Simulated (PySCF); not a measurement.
CH2Br2.
Structure used (PBE0-D3(BJ)/def2-SVP), in Å, numbered top down from 1:
```xyz
5
CH2Br2 angstrom
Br     1.075    1.486   -0.059
C     -0.169    0.022    0.001
Br     0.659   -1.713    0.044
H     -0.771    0.130    0.909
H     -0.794    0.074   -0.896
```

Computed with PySCF at CAM-B3LYP/def2-SVPD, non-relativistic, on one gas-phase PBE0-D3(BJ)/def2-SVP geometry that isn't relaxed in the solvent. The solvent is an IEF-PCM continuum (cavity from Bondi-type radii × 1.2), and excitations are vertical TDDFT with non-equilibrium linear response and a frozen core. The model holds no explicit solvent molecules, cavitation or dispersion. Spin–orbit coupling is left out although an atom past zinc is present.

Gas-phase singlets (H = HOMO, L = LUMO):

```json
{"state": "S1", "E (eV)": "5.737", "λ (nm)": "216", "f": "0.000", "leading configurations": "H-1→L 90%"}
{"state": "S2", "E (eV)": "5.783", "λ (nm)": "214", "f": "0.023", "leading configurations": "H→L 88%"}
{"state": "S3", "E (eV)": "6.055", "λ (nm)": "205", "f": "0.000", "leading configurations": "H-2→L 80%, H-1→L+1 13%"}
{"state": "S4", "E (eV)": "6.217", "λ (nm)": "199", "f": "0.002", "leading configurations": "H-3→L 77%, H→L+1 16%"}
{"state": "S5", "E (eV)": "7.194", "λ (nm)": "172", "f": "0.005", "leading configurations": "H→L+1 69%, H-3→L 19%"}
```

**Question.** How does the list change in chloroform (ε = 4.711)?

**Answer.** 
```csv
state,E (eV),λ (nm),f,leading configurations,change by rank (eV)
S1,5.784,214,0.000,H-1→L 90%,+0.047
S2,5.860,212,0.034,H→L 88%,+0.077
S3,6.130,202,0.000,"H-2→L 80%, H-1→L+1 13%",+0.075
S4,6.293,197,0.002,"H-3→L 78%, H→L+1 15%",+0.076
S5,7.285,170,0.009,"H→L+1 69%, H-3→L 17%",+0.091
```

**Question.** How does the list change in acetone (ε = 20.49)?

**Answer.** 
```json
{"state": "S1", "E (eV)": "5.806", "λ (nm)": "214", "f": "0.000", "leading configurations": "H-1→L 90%", "change by rank (eV)": "+0.069"}
{"state": "S2", "E (eV)": "5.897", "λ (nm)": "210", "f": "0.033", "leading configurations": "H→L 88%", "change by rank (eV)": "+0.114"}
{"state": "S3", "E (eV)": "6.162", "λ (nm)": "201", "f": "0.000", "leading configurations": "H-2→L 80%, H-1→L+1 13%", "change by rank (eV)": "+0.107"}
{"state": "S4", "E (eV)": "6.328", "λ (nm)": "196", "f": "0.003", "leading configurations": "H-3→L 78%, H→L+1 14%", "change by rank (eV)": "+0.111"}
{"state": "S5", "E (eV)": "7.312", "λ (nm)": "170", "f": "0.000", "leading configurations": "H-1→L+1 70%, H-2→L 15%", "change by rank (eV)": "+0.118"}
```

**Question.** The ground-state energy changes by -0.138 eV from gas to acetone. By how much does the total energy of gas-phase S1 change?

**Answer.** E(S1) = E(S0) + excitation energy, so it changes by -0.138 + 0.069 = -0.069 eV: it is lowered less than the ground state, which is what a blue shift means. This is the vertical state, with the slow part of the continuum still set for S0.

**Question.** How do the frontier levels move from gas to acetone?

**Answer.** 
```json
{"orbital": "LUMO+2", "gas (eV)": "1.22", "solvent (eV)": "1.39", "change (eV)": "+0.17", "Löwdin shares, gas": "Br1 33 %, Br3 33 %, C2 18 %, H4 8 %", "Löwdin shares, solvent": "Br3 37 %, Br1 37 %, C2 15 %, H5 6 %"}
{"orbital": "LUMO+1", "gas (eV)": "0.84", "solvent (eV)": "0.96", "change (eV)": "+0.12", "Löwdin shares, gas": "Br1 38 %, Br3 38 %, C2 20 %", "Löwdin shares, solvent": "Br3 40 %, Br1 39 %, C2 18 %"}
{"orbital": "LUMO", "gas (eV)": "-0.15", "solvent (eV)": "0.03", "change (eV)": "+0.18", "Löwdin shares, gas": "Br3 36 %, Br1 36 %, C2 22 %", "Löwdin shares, solvent": "Br1 36 %, Br3 36 %, C2 23 %"}
{"orbital": "HOMO", "gas (eV)": "-9.55", "solvent (eV)": "-9.52", "change (eV)": "+0.03", "Löwdin shares, gas": "Br3 48 %, Br1 48 %", "Löwdin shares, solvent": "Br1 48 %, Br3 48 %"}
{"orbital": "HOMO-1", "gas (eV)": "-9.64", "solvent (eV)": "-9.55", "change (eV)": "+0.09", "Löwdin shares, gas": "Br3 41 %, Br1 41 %, C2 11 %", "Löwdin shares, solvent": "Br1 40 %, Br3 40 %, C2 12 %"}
{"orbital": "HOMO-2", "gas (eV)": "-10.03", "solvent (eV)": "-9.99", "change (eV)": "+0.04", "Löwdin shares, gas": "Br1 44 %, Br3 44 %, C2 11 %", "Löwdin shares, solvent": "Br3 44 %, Br1 44 %, C2 11 %"}
{"orbital": "HOMO-3", "gas (eV)": "-10.14", "solvent (eV)": "-10.08", "change (eV)": "+0.06", "Löwdin shares, gas": "Br1 41 %, Br3 41 %, C2 15 %", "Löwdin shares, solvent": "Br1 41 %, Br3 41 %, C2 15 %"}
```

The HOMO–LUMO gap goes from 9.40 to 9.55 eV.
